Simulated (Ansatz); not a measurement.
```yaml
crystal:
  periodic: [false, false, false]
  atoms:
    - {symbol: Se, position_ang: [-1.357518, 1.466473, -2.299373]}
    - {symbol: C, position_ang: [-0.564364, 0.601841, -0.985223]}
    - {symbol: S, position_ang: [-0.735788, 1.043740, 0.662401]}
    - {symbol: Sb, position_ang: [0.632480, -0.574455, 1.900099]}
    - {symbol: H, position_ang: [0.071679, -0.258366, -1.185461]}
    - {symbol: H, position_ang: [0.046125, -1.917851, 1.019289]}
    - {symbol: H, position_ang: [1.968585, -0.429381, 0.842666]}
basis:
  gaussian: {orbitals: def2-mTZVPP}
magnetization: {spin_polarized: true, initial_magnetization: 1}
hamiltonian: {xc: {name: SPW92}}
output: {forces: true}
```

```sh
$ ansatz run in.yaml --threads 4 --pin off --events-out ev --progress --plain --max-ram 10444MiB
```

Problem. How does Ansatz answer? (Estimate.)

Solution. Computed: The program refused the input.
```
Error: a molecule whose nuclei and cores have a total charge of 82 cannot have a net charge of 0 together with 1 unpaired electrons
```
